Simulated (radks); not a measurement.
Values are calculated unless marked as measured or tabulated.
F II, 8 electrons, occupied as 1s1.75 2s2 2p4 3s0.25 (fractional occupations, a model configuration).

Level of theory: Dirac Kohn-Sham, BP86, spin-unpolarised, spherical densities, finite nucleus; open shells are shared between the two j in proportion to 2j + 1; Fermi nuclear charge, rms radius 2.8976 fm (a radial shooting solver on a logarithmic mesh with Libxc functionals).

Energy parts (eV):
| part | energy |
|---|---|
| total | -2525.058 |
| kinetic | 2523.771 |
| electron-nucleus | -5923.248 |
| Hartree | 1124.416 |
| exchange-correlation | -249.998 |

Orbitals (lengths in bohr, moments of r in powers of bohr; r(max) is where P^2 peaks):
| orbital | occ. | eigenvalue (eV) | r(max) | <1/r> | small-component weight |
|---|---|---|---|---|---|
| 1s1/2 | 1.75 | -706.6066 | 0.1136 | 8.698 | 1.00e-03 |
| 2s1/2 | 2 | -51.4864 | 0.7361 | 1.559 | 1.27e-04 |
| 2p1/2 | 1.33333 | -32.5176 | 0.6528 | 1.441 | 1.13e-04 |
| 2p3/2 | 2.66667 | -32.4322 | 0.6540 | 1.438 | 1.12e-04 |
| 3s1/2 | 0.25 | -7.6698 | 3.130 | 0.3643 | 1.38e-05 |
| 3p1/2 | 0 | -5.1328 | 3.859 | 0.2918 | 9.81e-06 |
| 3p3/2 | 0 | -5.1284 | 3.863 | 0.2915 | 9.80e-06 |

The highest occupied level is 3s1/2 at -7.670 eV. Summed over all electrons, <r^2> = 10.51 bohr^2, which gives a Langevin (diamagnetic) susceptibility term of -8.33 x 10^-6 cm^3/mol. The electron density at the nucleus is 420.5 e/bohr^3. The density falls to 0.001 e/bohr^3 at r = 3.00 bohr.
